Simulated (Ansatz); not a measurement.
One change: `N/C=C/[SiH3]` becomes `[SiH3]/C=C/Br`.

Ansatz, PBE0-D4/def2-TZVP geometries, multiplicity 1. Each molecule was computed in one conformer, which needn't be the lowest.

Scalar relativity is left out up to krypton.

```csv
property,`N/C=C/[SiH3]`
HOMO energy (PBE0/def2-TZVPP) / eV,-6.24
HOMO–LUMO gap (PBE0/def2-TZVPP) / eV,6.70
LUMO energy (PBE/def2-TZVPP) / eV,-0.50
LUMO energy (B3LYP/def2-TZVPP) / eV,0.23
HOMO energy (ωB97M-V/def2-TZVPP) / eV,-8.40
size of the dipole moment (PBE/def2-TZVPP) / D,3.19
```

**Question.** Give the same properties after the change, and the shifts. (Estimate.)

**Answer.** The calculation gave: 
| property | `[SiH3]/C=C/Br` | shift |
| --- | --- | --- |
| HOMO energy (PBE0/def2-TZVPP) / eV | -7.55 | -1.31 |
| HOMO–LUMO gap (PBE0/def2-TZVPP) / eV | 6.70 | 0.00 |
| LUMO energy (PBE/def2-TZVPP) / eV | -1.80 | -1.30 |
| LUMO energy (B3LYP/def2-TZVPP) / eV | -1.03 | -1.26 |
| HOMO energy (ωB97M-V/def2-TZVPP) / eV | -9.68 | -1.28 |
| size of the dipole moment (PBE/def2-TZVPP) / D | 0.77 | -2.42 |

Dipoles are sizes alone; their direction can turn.

B3LYP here is the variant with VWN-RPA as its local correlation; programs differ in this.

Spin–orbit coupling is left out; it splits and shifts lone-pair levels of the heavy atoms by tenths of an eV.
